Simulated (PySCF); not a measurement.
BH2O2, SMILES O[B]O, multiplicity 2.

Geometry optimised at PBE-D3(BJ)/def2-TZVP. The isomer is the one that the SMILES or the coordinates give; other isomers of the formula were not compared. Other conformers were not sampled.

Level of theory: PySCF 2.14.0 with TDA-LC-ωPBE/def2-SVPD.

Vertical excitations. Gas-phase values at a fixed geometry.

Problem. Give excitation energies, oscillator strengths and character. (The exact figures need the calculation; the answer reports its results.)

Solution. 
```csv
state,energy (eV),λ (nm),f,main pairs
root 1,4.44,279,0.046,α HOMO→LUMO+3 91 %
root 2,5.61,221,0.060,α HOMO→LUMO 93 %
root 3,6.73,184,0.122,α HOMO→LUMO+2 94 %
root 4,6.92,179,0.082,α HOMO→LUMO+1 87 %
root 5,7.07,175,0.000,β HOMO→LUMO 83 %
root 6,7.73,160,0.000,β HOMO−1→LUMO 84 %
root 7,8.06,154,0.053,α HOMO→LUMO+4 88 %
root 8,8.21,151,0.021,α HOMO→LUMO+7 86 %
root 9,8.50,146,0.000,α HOMO−1→LUMO 79 %
root 10,8.54,145,0.011,"α HOMO−1→LUMO+3 66 %, β HOMO→LUMO+4 15 %, β HOMO→LUMO+5 6 %"
```
Unrestricted roots are not spin-pure.
